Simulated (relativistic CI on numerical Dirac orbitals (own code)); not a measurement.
**Ru+ (4d7) in a crystal field**

Calculated by Dirac-Coulomb-Breit CI, orbitals from a KLI potential per configuration, QED by a radiative potential, valence Slater integrals scaled by 0.85, one configuration in a parametric crystal field (own radial code).

Field parameters in Wybourne normalisation: D4h B²₀ = −7Ds, B⁴₀ = 21(Dq − Dt), B⁴₄ = 21√(5/14) Dq. The field is a parameter set, without covalency.

S and J are read from ⟨S²⟩ = S(S + 1) and ⟨J²⟩ = J(J + 1) of each level; they are not fictitious spins.

D4h, 10Dq = 8800, Ds = -1500, Dt = 20 cm⁻¹, the lowest 10 levels:

```tsv
E (cm⁻¹)	Degeneracy	Irrep	S	J
0.0	2	Γ6	1.49	4.15
480	2	Γ6	1.50	3.81
621	2	Γ7	1.41	3.52
1186	2	Γ7	1.47	3.14
3880	2	Γ6	1.47	3.72
3889	2	Γ7	0.78	3.97
4155	2	Γ7	1.45	3.51
8818	2	Γ6	0.65	4.02
9020	2	Γ7	1.36	3.51
9248	2	Γ6	1.46	3.52
```

Principal g values of the ground doublet: 1.09, 1.09, 9.33.

D4h, 10Dq = 8800, Ds = 3000, Dt = 20 cm⁻¹, the lowest 10 levels:

```
E (cm⁻¹)  Degeneracy  Irrep     S     J
     0.0           2     Γ6  1.47  3.70
     305           2     Γ7  1.50  3.54
    4047           2     Γ6  0.64  4.13
    6205           2     Γ7  1.48  3.78
    6387           2     Γ7  1.47  3.46
    6494           2     Γ6  1.49  3.53
    6827           2     Γ6  1.45  3.32
   10253           2     Γ7  0.83  3.73
   10363           2     Γ6  1.19  3.93
   10905           2     Γ6  1.34  3.55
```

Principal g values of the ground doublet: 1.98, 4.72, 4.72.

D4h, 10Dq = 8800, Ds = 2590, Dt = 20 cm⁻¹, the lowest 16 levels:

```csv
E (cm⁻¹),Degeneracy,Irrep,S,J
0.0,2,Γ6,1.47,3.72
306,2,Γ7,1.50,3.55
3980,2,Γ6,0.70,4.12
5799,2,Γ7,1.48,3.75
5920,2,Γ6,1.48,3.70
6033,2,Γ7,1.48,3.46
6289,2,Γ6,1.42,3.46
10142,2,Γ6,1.30,3.70
10230,2,Γ7,1.07,3.53
10524,2,Γ6,1.41,3.42
11264,2,Γ7,1.39,2.67
11525,2,Γ6,0.76,4.44
11881,2,Γ7,1.17,3.53
11987,2,Γ6,1.24,3.55
12754,2,Γ7,1.21,3.30
13025,2,Γ7,0.93,3.41
```

Principal g values of the ground doublet: 1.98, 4.75, 4.75.

D4h, 10Dq = 8800, Ds = 2180, Dt = 20 cm⁻¹, the lowest 10 levels:

```csv
E (cm⁻¹),Degeneracy,Irrep,S,J
0.0,2,Γ6,1.47,3.74
307,2,Γ7,1.50,3.57
3833,2,Γ6,0.84,4.10
5158,2,Γ6,1.47,3.79
5201,2,Γ7,1.48,3.69
5482,2,Γ7,1.49,3.41
5669,2,Γ6,1.34,3.58
9948,2,Γ6,1.36,3.59
10036,2,Γ7,1.22,3.40
10234,2,Γ6,1.43,3.35
```

Principal g values of the ground doublet: 1.98, 4.79, 4.79.

D4h, 10Dq = 8800, Ds = 1770, Dt = 20 cm⁻¹, the lowest 10 levels:

```csv
E (cm⁻¹),Degeneracy,Irrep,S,J
0.0,2,Γ6,1.47,3.78
309,2,Γ7,1.50,3.60
3487,2,Γ6,1.10,4.04
4301,2,Γ6,1.46,3.80
4449,2,Γ7,1.47,3.62
4770,2,Γ7,1.49,3.34
5122,2,Γ6,1.13,3.74
9745,2,Γ6,1.39,3.57
9785,2,Γ7,1.28,3.42
9981,2,Γ6,1.45,3.33
```

Principal g values of the ground doublet: 1.97, 4.86, 4.86.

The free-ion ground term has S = 3/2. Every field shown keeps that spin.

Levels of this model without a field, named by their leading LS term: ⁴F9/2 0, ⁴F7/2 1416, ⁴F5/2 2358, ⁴F3/2 2967, ⁴P5/2 10977, ⁴P3/2 11012, ²G9/2 11252, ⁴P1/2 11928 cm⁻¹.
